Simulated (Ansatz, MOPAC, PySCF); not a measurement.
Potential energy curve for SiMg, lowest triplet found (which spin is the ground state isn't settled by this scan).

- UKS-B3LYP/6-31G* = unrestricted B3LYP/6-31G*, spherical d (PySCF)
- UKS-PBE0 = Ansatz (a first-principles code) with unrestricted PBE0/aug-cc-pVDZ
- ROCCSDT = Ansatz with CCSDT on ROHF/aug-cc-pVDZ, frozen core
- PM6, unrestricted, heats of formation (MOPAC)
- UKS-B3LYP/6-311+G** = PySCF 2.14.0 with unrestricted B3LYP/6-311+G**, spherical d

Energies are in mEh, each relative to the lowest point of its own curve between 2.09 and 3.18 Å, where full CI is lowest.

```json
[
 {"R / Å": "1.81", "UKS-B3LYP/6-31G*": "128.6", "UKS-PBE0": "129.5", "ROCCSDT": "141.4", "PM6": "162.5", "UKS-B3LYP/6-311+G**": "128.8"},
 {"R / Å": "1.95", "UKS-B3LYP/6-31G*": "70.4", "UKS-PBE0": "70.3", "ROCCSDT": "78.9", "PM6": "71.1", "UKS-B3LYP/6-311+G**": "70.3"},
 {"R / Å": "2.09", "UKS-B3LYP/6-31G*": "34.8", "UKS-PBE0": "34.3", "ROCCSDT": "40.0", "PM6": "23.7", "UKS-B3LYP/6-311+G**": "34.6"},
 {"R / Å": "2.19", "UKS-B3LYP/6-31G*": "19.1", "UKS-PBE0": "18.5", "ROCCSDT": "22.5", "PM6": "7.2", "UKS-B3LYP/6-311+G**": "18.9"},
 {"R / Å": "2.29", "UKS-B3LYP/6-31G*": "9.1", "UKS-PBE0": "8.6", "ROCCSDT": "11.2", "PM6": "0.4", "UKS-B3LYP/6-311+G**": "9.0"},
 {"R / Å": "2.38", "UKS-B3LYP/6-31G*": "3.8", "UKS-PBE0": "3.3", "ROCCSDT": "4.9", "PM6": "0.0", "UKS-B3LYP/6-311+G**": "3.7"},
 {"R / Å": "2.45", "UKS-B3LYP/6-31G*": "1.4", "UKS-PBE0": "1.1", "ROCCSDT": "2.0", "PM6": "2.4", "UKS-B3LYP/6-311+G**": "1.4"},
 {"R / Å": "2.54", "UKS-B3LYP/6-31G*": "0.1", "UKS-PBE0": "0.0", "ROCCSDT": "0.3", "PM6": "8.0", "UKS-B3LYP/6-311+G**": "0.0"},
 {"R / Å": "2.61", "UKS-B3LYP/6-31G*": "0.0", "UKS-PBE0": "0.2", "ROCCSDT": "0.0", "PM6": "13.7", "UKS-B3LYP/6-311+G**": "0.0"},
 {"R / Å": "2.75", "UKS-B3LYP/6-31G*": "1.6", "UKS-PBE0": "2.4", "ROCCSDT": "1.5", "PM6": "27.2", "UKS-B3LYP/6-311+G**": "1.6"},
 {"R / Å": "2.83", "UKS-B3LYP/6-31G*": "3.2", "UKS-PBE0": "4.4", "ROCCSDT": "3.2", "PM6": "35.6", "UKS-B3LYP/6-311+G**": "3.2"},
 {"R / Å": "3.00", "UKS-B3LYP/6-31G*": "7.3", "UKS-PBE0": "9.4", "ROCCSDT": "7.6", "PM6": "53.6", "UKS-B3LYP/6-311+G**": "7.2"},
 {"R / Å": "3.18", "UKS-B3LYP/6-31G*": "11.9", "UKS-PBE0": "15.0", "ROCCSDT": "12.6", "PM6": "71.6", "UKS-B3LYP/6-311+G**": "11.8"},
 {"R / Å": "3.37", "UKS-B3LYP/6-31G*": "16.4", "UKS-PBE0": "20.6", "ROCCSDT": "17.3", "PM6": "88.3", "UKS-B3LYP/6-311+G**": "16.1"},
 {"R / Å": "3.67", "UKS-B3LYP/6-31G*": "22.1", "UKS-PBE0": "27.7", "ROCCSDT": "23.0", "PM6": "108.9", "UKS-B3LYP/6-311+G**": "21.8"},
 {"R / Å": "4.04", "UKS-B3LYP/6-31G*": "26.8", "UKS-PBE0": "33.7", "ROCCSDT": "27.2", "PM6": "125.2", "UKS-B3LYP/6-311+G**": "26.5"},
 {"R / Å": "4.48", "UKS-B3LYP/6-31G*": "29.9", "UKS-PBE0": "37.8", "ROCCSDT": "29.7", "PM6": "135.0", "UKS-B3LYP/6-311+G**": "29.7"},
 {"R / Å": "4.97", "UKS-B3LYP/6-31G*": "31.6", "UKS-PBE0": "40.1", "ROCCSDT": "30.9", "PM6": "139.1", "UKS-B3LYP/6-311+G**": "31.5"},
 {"R / Å": "5.55", "UKS-B3LYP/6-31G*": "32.4", "UKS-PBE0": "41.2", "ROCCSDT": "31.5", "PM6": "140.4", "UKS-B3LYP/6-311+G**": "32.3"},
 {"R / Å": "6.30", "UKS-B3LYP/6-31G*": "32.7", "UKS-PBE0": "41.6", "ROCCSDT": "31.9", "PM6": "140.7", "UKS-B3LYP/6-311+G**": "32.6"},
 {"R / Å": "7.38", "UKS-B3LYP/6-31G*": "32.7", "UKS-PBE0": "41.7", "ROCCSDT": "32.0", "PM6": "140.7", "UKS-B3LYP/6-311+G**": "32.6"},
 {"R / Å": "8.55", "UKS-B3LYP/6-31G*": "32.7", "UKS-PBE0": "41.8", "ROCCSDT": "32.1", "PM6": "140.7", "UKS-B3LYP/6-311+G**": "32.6"}
]
```

At the longest distance, 8.55 Å, PM6 lies highest above its minimum (140.7 mEh) and ROCCSDT lowest (32.1 mEh).

The unrestricted determinant behind UKS-PBE0 is spin-contaminated at 1.81 to 3.18 Å (<S²> up to 2.2, against 2.00 for a pure triplet). The T1 diagnostic of CCSD on the restricted reference of ROCCSDT exceeds 0.045 at 1.81 to 3.18 Å.
